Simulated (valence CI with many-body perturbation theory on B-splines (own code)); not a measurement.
# Energy levels of In XLV

Computed by configuration interaction combined with many-body perturbation theory (CI+MBPT): three valence electrons over a frozen Dirac-Fock core [He], a basis of 11 s, 11 p, 10 d, 8 f, 5 g, 2 h functions for each j, with the one-electron correlation potential Σ1 (screened to all orders), the two-electron term Σ2, the three-electron term Σ3, Breit, model QED; selected single and double excitations, second order for the rest, scaled by the run's own slope (own B-spline code, finite nucleus).

No measured spectrum was set against this ion. As an estimate, large intervals hold to a few tenths of a per cent, small ones and those within an open d or f shell to about a per cent.

Levels 181 to 196 of 196, with energies above the lowest level, (2s^2 2p1/2) J=1/2. "Leading %" is the weight of the configuration and term that name the level; weights of strongly mixed levels are sums over their largest components and can fall short. In the jj column 3d3/2^4 stands for four electrons in 3d with j = 3/2.

| No. | Configuration | Term | J | E (× 10³ cm⁻¹) | Leading % | g | Second component | Leading jj |
| --- | --- | --- | --- | --- | --- | --- | --- | --- |
| 181 | 2s 2p 4d | 2D° | 5/2 | 48697 | 45 | 1.288 | 28 % 2s 2p 4d 4P° | 2s 2p3/2 4d5/2 (100 %) |
| 182 | 2s 2p 4d | 2D° | 3/2 | 48717 | 38 | 1.185 | 35 % 2s 2p 4d 2P° | 2s 2p3/2 4d5/2 (98 %) |
| 183 | 2s 2p 4d | 2F° | 7/2 | 48718 | 65 | 1.234 | 35 % 2s 2p 4d 4D° | 2s 2p3/2 4d5/2 (83 %) |
| 184 | 2s 2p 4p | 2P | 1/2 | 48742 | 55 | 1.195 | 30 % 2s 2p 4p 2S | 2s 2p3/2 4p1/2 (98 %) |
| 185 | 2s 2p 4p | 2D | 3/2 | 48745 | 66 | 0.953 | 19 % 2s 2p 4p 2P | 2s 2p3/2 4p1/2 (97 %) |
| 186 | 2s 2p 4f | 4F | 7/2 | 48749 | 39 | 1.122 | 26 % 2s 2p 4f 4G | 2s 2p3/2 4f5/2 (100 %) |
| 187 | 2s 2p 4d | 2P° | 1/2 | 48753 | 82 | 0.717 | 12 % 2s 2p 4d 4D° | 2s 2p3/2 4d5/2 (99 %) |
| 188 | 2s 2p 4f | 4F | 5/2 | 48754 | 47 | 1.066 | 25 % 2s 2p 4f 4D | 2s 2p3/2 4f5/2 (100 %) |
| 189 | 2s 2p 4f | 4G | 9/2 | 48760 | 52 | 1.175 | 30 % 2s 2p 4f 2G | 2s 2p3/2 4f5/2 (89 %) |
| 190 | 2s 2p 4f | 4D | 3/2 | 48764 | 63 | 0.935 | 28 % 2s 2p 4f 4F | 2s 2p3/2 4f5/2 (99 %) |
| 191 | 2s 2p 4f | 4D | 1/2 | 48772 | 100 | 0.012 |  | 2s 2p3/2 4f5/2 (100 %) |
| 192 | 2s 2p 4f | 2G | 9/2 | 48785 | 54 | 1.203 | 44 % 2s 2p 4f 4F | 2s 2p3/2 4f7/2 (89 %) |
| 193 | 2s 2p 4f | 2F | 7/2 | 48786 | 39 | 1.198 | 25 % 2s 2p 4f 4D | 2s 2p3/2 4f7/2 (100 %) |
| 194 | 2s 2p 4f | 4G | 11/2 | 48786 | 100 | 1.265 |  | 2s 2p3/2 4f7/2 (100 %) |
| 195 | 2s 2p 4f | 2F | 5/2 | 48796 | 35 | 1.123 | 34 % 2s 2p 4f 4D | 2s 2p3/2 4f7/2 (100 %) |
| 196 | 2s 2p 4f | 2D | 3/2 | 48810 | 75 | 0.870 | 20 % 2s 2p 4f 4D | 2s 2p3/2 4f7/2 (100 %) |
